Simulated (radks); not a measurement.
Sm XLIX, configuration [Ne] 3s2 3p2. All-electron calculation, Dirac Kohn-Sham, PBE, spin-unpolarised, spherical densities, finite nucleus; open shells fill j = l - 1/2 first; Fermi nuclear charge, rms radius 5.0819 fm. Program: a radial shooting solver on a logarithmic mesh with Libxc functionals.

Spin-orbit splittings of the eigenvalues, e(l+1/2) - e(l-1/2), with zeta = 2 splitting/(2l+1) and mean radii in bohr:

| shell | occ. | splitting (eV) | zeta (eV) | <r> j=l-1/2 | <r> j=l+1/2 |
|---|---|---|---|---|---|
| 2p | 6 | 620.2 | 413.5 | 0.07953 | 0.08588 |
| 3p | 2 | 160.4 | 106.9 | 0.2178 | 0.2273 |
| 3d | 0 | ? | ? | 0.1959 | 0.1989 |

Estimate the 3d splitting.

Answer. 38.75 eV (zeta = 15.50 eV).
